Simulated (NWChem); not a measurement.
System: C$_{4}$H$_{7}$N; SMILES C=C/C=N/C

Here is an NWChem input.

```
start job
memory heap 200 mb stack 900 mb global 1100 mb
geometry units angstroms noautosym nocenter noautoz
  C      0.626402    -2.093417     0.121399
  C     -0.506280    -1.425650    -0.129347
  C     -0.620600     0.044575    -0.140439
  N      0.364127     0.819727     0.092258
  C      0.130891     2.247505     0.053457
  H      1.548073    -1.560593     0.336356
  H      0.659154    -3.178972     0.117839
  H     -1.424466    -1.970294    -0.343691
  H     -1.624864     0.443128    -0.365633
  H      0.793538     2.702413    -0.693826
  H     -0.910700     2.526827    -0.181406
  H      0.401832     2.685086     1.022779
end
basis spherical
  * library 6-31g*
end
dft
  xc b3lyp
  iterations 150
end
cosmo
  do_cosmo_smd true
  solvent water
end
task dft energy
```

Parts of the log:

```
             Northwest Computational Chemistry Package (NWChem) 7.3.0
             --------------------------------------------------------

                             Geometry "geometry" -> ""
                             -------------------------

 Output coordinates in angstroms (scale by  1.889725989 to convert to a.u.)

  No.       Tag          Charge          X              Y              Z
 ---- ---------------- ---------- -------------- -------------- --------------
    1 C                    6.0000     0.62640200    -2.09341700     0.12139900
    2 C                    6.0000    -0.50628000    -1.42565000    -0.12934700
    3 C                    6.0000    -0.62060000     0.04457500    -0.14043900
    4 N                    7.0000     0.36412700     0.81972700     0.09225800
    5 C                    6.0000     0.13089100     2.24750500     0.05345700
    6 H                    1.0000     1.54807300    -1.56059300     0.33635600
    7 H                    1.0000     0.65915400    -3.17897200     0.11783900
    8 H                    1.0000    -1.42446600    -1.97029400    -0.34369100
    9 H                    1.0000    -1.62486400     0.44312800    -0.36563300
   10 H                    1.0000     0.79353800     2.70241300    -0.69382600
   11 H                    1.0000    -0.91070000     2.52682700    -0.18140600
   12 H                    1.0000     0.40183200     2.68508600     1.02277900

 Effective nuclear repulsion energy (a.u.)     157.6080028993

                                 NWChem DFT Module
                                 -----------------

 Summary of "ao basis" -> "ao basis" (spherical)
 ------------------------------------------------------------------------------
       Tag                 Description            Shells   Functions and Types
 ---------------- ------------------------------  ------  ---------------------
 C                           6-31g*                  6       14   3s2p1d
 N                           6-31g*                  6       14   3s2p1d
 H                           6-31g*                  2        2   2s

 in cosmo_initialize ...
 calling solv_data for solv:h2o

 solvent parameters
 solvname_short: h2o
 solvname_long:  water
 dielec:       78.4000
 dielecinf:     1.7769
 aqueous SMD model solvent descriptors
 dielec:       78.4000
 sola:          0.8200

          ---------------
          -cosmo- solvent
          ---------------
 Cosmo: York-Karplus, doi: 10.1021/jp992097l
 dielectric constant -eps-     =  78.40
 screen = (eps-1)/(eps    )    =   0.98724
 surface charge correction     = lagrangian

   van der Waals surface
 --------------------------

 ---------- ATOMIC COORDINATES (A.U.) ------------ VDWR(ANG.) --
     1    1.18372814   -3.95598451    0.22941085     1.850
     2   -0.95673047   -2.69408786   -0.24443039     1.850
     3   -1.17276395    0.08423454   -0.26539123     1.850
     4    0.68810026    1.54905942    0.17434234     1.890
     5    0.24734812    4.24716861    0.10101908     1.850
     6    2.92543378   -2.94909315    0.63562067     1.200
     7    1.24562044   -6.00738601    0.22268342     1.200
     8   -2.69185042   -3.72331578   -0.64948181     1.200
     9   -3.07054773    0.83739050   -0.69094618     1.200
    10    1.49956938    5.10682008   -1.31114102     1.200
    11   -1.72097346    4.77501065   -0.34280763     1.200
    12    0.75935237    5.07407680    1.93277206     1.200
 number of segments per atom =        128
 number of   points per atom =        128
 atom (   nspa,  nppa )
 ----------------------
    1 (     59,     0 )       0
    2 (     44,     0 )       0
    3 (     42,     0 )       0
    4 (     52,     0 )       0
    5 (     57,     0 )       0
    6 (     51,     0 )       0
    7 (     53,     0 )       0
    8 (     56,     0 )       0
    9 (     53,     0 )       0
   10 (     55,     0 )       0
   11 (     52,     0 )       0
   12 (     54,     0 )       0
 number of -cosmo- surface points =      628
 molecular surface =    117.788 angstrom**2
 molecular volume  =     92.793 angstrom**3
 -lineq- algorithm             =   0
 -bem- low  level              =   3
 -bem- from -octahedral-
 gaussian surface charge width =   4.50000
 degree of switching           =   1.00000
 switching function tolerance  =   0.00010
 atomic radii =
 --------------
    1  6.000  1.850
    2  6.000  1.850
    3  6.000  1.850
    4  7.000  1.890
    5  6.000  1.850
    6  1.000  1.200
    7  1.000  1.200
    8  1.000  1.200
    9  1.000  1.200
   10  1.000  1.200
   11  1.000  1.200
   12  1.000  1.200
 ...... end of -cosmo- initialization ......

 nat:                    12
 ixmem:                  7844
 calling mnsol_interface()
 G(SMD-CDS) energy (kcal/mol)  =     1.476
 SMD-CDS SASA (angstrom**2)    =   147.244

            General Information
            -------------------
          SCF calculation type: DFT
          Wavefunction type:  closed shell.
          No. of atoms     :    12
          No. of electrons :    38
           Alpha electrons :    19
            Beta electrons :    19
          Charge           :     0
          Spin multiplicity:     1
          Use of symmetry is: off; symmetry adaption is: off
          Maximum number of iterations: 150
          AO basis - number of functions:    84
                     number of shells:    44
          Convergence on energy requested:  1.00D-06
          Convergence on density requested:  1.00D-05
          Convergence on gradient requested:  5.00D-04

              XC Information
              --------------
                         B3LYP Method XC Potential
                     Hartree-Fock (Exact) Exchange  0.200
                        Slater Exchange Functional  0.800 local
                    Becke 1988 Exchange Functional  0.720 non-local
              Lee-Yang-Parr Correlation Functional  0.810
                  VWN I RPA Correlation Functional  0.190 local

             Grid Information
             ----------------
          Grid used for XC integration:  medium
          Radial quadrature: Mura-Knowles
          Angular quadrature: Lebedev.
          Tag              B.-S. Rad. Rad. Pts. Rad. Cut. Ang. Pts.
          ---              ---------- --------- --------- ---------
          C                   0.70       49          12.0       434
          N                   0.65       49          10.0       434
          H                   0.35       45          13.0       434
          Grid pruning is: on
          Number of quadrature shells:   560
          Spatial weights used:  Erf1

      Superposition of Atomic Density Guess
      -------------------------------------

 Sum of atomic energies:        -208.42238261

      Non-variational initial energy
      ------------------------------

 Total energy =    -211.456049
 1-e energy   =    -591.373628
 2-e energy   =     222.309576
 HOMO         =      -0.288188
 LUMO         =      -0.054778

   convergence    iter        energy       DeltaE   RMS-Dens  Diis-err
 ---------------- ----- ----------------- --------- --------- ---------
     COSMO gas phase
 d= 0,ls=0.0,diis     1   -211.2742317393 -3.69D+02  1.27D-02  5.16D-01
 d= 0,ls=0.0,diis     2   -211.2556380287  1.86D-02  9.12D-03  7.18D-01
 d= 0,ls=0.0,diis     3   -211.3244079155 -6.88D-02  2.74D-03  1.42D-01
 d= 0,ls=0.0,diis     4   -211.3400331019 -1.56D-02  6.45D-04  3.97D-03
 d= 0,ls=0.0,diis     5   -211.3405055967 -4.72D-04  1.94D-04  2.86D-04
  Resetting Diis
 d= 0,ls=0.0,diis     6   -211.3405421222 -3.65D-05  5.69D-05  3.51D-05
 d= 0,ls=0.0,diis     7   -211.3405460653 -3.94D-06  5.50D-05  6.29D-06
 d= 0,ls=0.0,diis     8   -211.3405437962  2.27D-06  3.53D-05  2.31D-05
 d= 0,ls=0.0,diis     9   -211.3405469233 -3.13D-06  2.07D-06  6.80D-08
 d= 0,ls=0.0,diis    10   -211.3405469300 -6.73D-09  9.18D-07  8.35D-09

   convergence    iter        energy       DeltaE   RMS-Dens  Diis-err
 ---------------- ----- ----------------- --------- --------- ---------
     COSMO solvation phase
 d= 0,ls=0.0,diis     1   -211.3440162672 -3.47D-03  2.52D-03  3.46D-03
 d= 0,ls=0.0,diis     2   -211.3447508584 -7.35D-04  5.98D-04  2.79D-03
 d= 0,ls=0.0,diis     3   -211.3450019698 -2.51D-04  2.39D-04  7.60D-04
 d= 0,ls=0.0,diis     4   -211.3450762360 -7.43D-05  8.24D-05  7.99D-05
 d= 0,ls=0.0,diis     5   -211.3450861050 -9.87D-06  1.47D-05  2.22D-06
 d= 0,ls=0.0,diis     6   -211.3450863969 -2.92D-07  3.95D-06  1.44D-07

         Total DFT energy =     -211.345086396865
      One electron energy =     -596.270348074950
           Coulomb energy =      258.210835164745
    Exchange-Corr. energy =      -31.203700347935
 Nuclear repulsion energy =      157.608002899273

             COSMO energy =        0.310123962003

 Numeric. integr. density =       38.000012576329

                                COSMO-SMD solvation results
                                ---------------------------

             internal energy in gas <Psi(g)|H|Psi(g)> =      -211.340546930032
         internal energy in solvent <Psi(s)|H|Psi(s)> =      -211.339175749431
                               delta internal energy  =         0.001371180601 (    0.86 kcal/mol)
   total free energy in solvent <Psi(s)|H+V/2|Psi(s)> =      -211.347438991595
 polarization energy contribution <Psi(s)|V/2|Psi(s)> =        -0.008263242164 (   -5.19 kcal/mol)
    total free energy in solvent including G(SMD-CDS) =      -211.345086396865
                       G(SMD-CDS) energy contribution =         0.002352594730 (    1.48 kcal/mol)
     1 M fixed-concentration free energy of solvation =        -0.004539466833 (   -2.85 kcal/mol)

                       DFT Final Molecular Orbital Analysis
                       ------------------------------------

 Vector   17  Occ=2.000000D+00  E=-3.357453D-01
              MO Center= -1.1D-01, -5.1D-03, -2.6D-02, r^2= 3.5D+00
   Bfn.  Coefficient  Atom+Function         Bfn.  Coefficient  Atom+Function
  ----- ------------  ---------------      ----- ------------  ---------------
    33      0.312207   3 C  pz               19      0.269857   2 C  pz
    47      0.223025   4 N  pz               37      0.193874   3 C  pz
    61     -0.188929   5 C  pz                5      0.181338   1 C  pz
    23      0.166785   2 C  pz               51      0.145775   4 N  pz
     9      0.119611   1 C  pz               79      0.118437  10 H  s

 Vector   18  Occ=2.000000D+00  E=-2.571213D-01
              MO Center=  1.9D-01,  8.1D-01,  5.3D-02, r^2= 1.9D+00
   Bfn.  Coefficient  Atom+Function         Bfn.  Coefficient  Atom+Function
  ----- ------------  ---------------      ----- ------------  ---------------
    45      0.456231   4 N  px               49      0.361696   4 N  px
    48      0.263555   4 N  s                78      0.235154   9 H  s
    20     -0.215305   2 C  s                46     -0.192824   4 N  py
    82      0.190266  11 H  s                31     -0.156164   3 C  px
    60      0.146100   5 C  py               77      0.143064   9 H  s

 Vector   19  Occ=2.000000D+00  E=-2.521492D-01
              MO Center=  1.7D-01, -7.0D-01,  3.3D-02, r^2= 3.5D+00
   Bfn.  Coefficient  Atom+Function         Bfn.  Coefficient  Atom+Function
  ----- ------------  ---------------      ----- ------------  ---------------
     5      0.337279   1 C  pz               47     -0.316251   4 N  pz
    19      0.282866   2 C  pz                9      0.250421   1 C  pz
    51     -0.227654   4 N  pz               23      0.211186   2 C  pz
    33     -0.172990   3 C  pz               37     -0.128516   3 C  pz
    80     -0.114789  10 H  s                84      0.114798  12 H  s

 Vector   20  Occ=0.000000D+00  E=-4.687640D-02
              MO Center=  9.1D-02, -6.4D-01,  1.5D-02, r^2= 3.3D+00
   Bfn.  Coefficient  Atom+Function         Bfn.  Coefficient  Atom+Function
  ----- ------------  ---------------      ----- ------------  ---------------
     9      0.434821   1 C  pz               51      0.378607   4 N  pz
    47      0.339353   4 N  pz                5      0.334359   1 C  pz
    37     -0.309432   3 C  pz               33     -0.281894   3 C  pz
    23     -0.279506   2 C  pz               19     -0.218154   2 C  pz
    80      0.122529  10 H  s                84     -0.122479  12 H  s

 Vector   21  Occ=0.000000D+00  E= 8.252607D-02
              MO Center= -2.2D-01, -7.2D-01, -5.7D-02, r^2= 3.0D+00
   Bfn.  Coefficient  Atom+Function         Bfn.  Coefficient  Atom+Function
  ----- ------------  ---------------      ----- ------------  ---------------
    23      0.637370   2 C  pz               37     -0.591540   3 C  pz
     9     -0.452228   1 C  pz               19      0.394424   2 C  pz
    33     -0.383988   3 C  pz               51      0.367233   4 N  pz
    47      0.257315   4 N  pz                5     -0.242172   1 C  pz
    21     -0.144624   2 C  px               35      0.135623   3 C  px

 Vector   22  Occ=0.000000D+00  E= 1.111125D-01
              MO Center= -8.8D-01, -3.4D-01, -2.0D-01, r^2= 6.8D+00
   Bfn.  Coefficient  Atom+Function         Bfn.  Coefficient  Atom+Function
  ----- ------------  ---------------      ----- ------------  ---------------
    78      1.040570   9 H  s                76      0.921952   8 H  s
    74      0.732087   7 H  s                34     -0.682740   3 C  s
    62     -0.631341   5 C  s                20     -0.589694   2 C  s
    82      0.566012  11 H  s                35      0.532180   3 C  px
    64     -0.471946   5 C  py               48     -0.465039   4 N  s

     Multipole analysis of the density
     ---------------------------------

     L   x y z        total         alpha         beta         nuclear
     -   - - -        -----         -----         ----         -------
     0   0 0 0     -0.000000    -19.000000    -19.000000     38.000000

     1   1 0 0     -0.652953     -0.112875     -0.112875     -0.427203
     1   0 1 0      0.025707     -0.009598     -0.009598      0.044904
     1   0 0 1     -0.148573     -0.044659     -0.044659     -0.059254

     2   2 0 0    -21.913580    -40.158847    -40.158847     58.404114
     2   1 1 0     -0.294640      2.265439      2.265439     -4.825518
     2   1 0 1      0.487526     -5.750145     -5.750145     11.987816
     2   0 2 0    -18.370689   -207.432637   -207.432637    396.494586
     2   0 1 1     -0.008755     -1.473467     -1.473467      2.938180
     2   0 0 2    -23.965612    -16.130753    -16.130753      8.295895
```

Level: B3LYP/6-31G* (spherical d), SMD on the gas-phase geometry. Coordinates come from a B3LYP/6-31G* (spherical d) optimisation. Solvent: water.
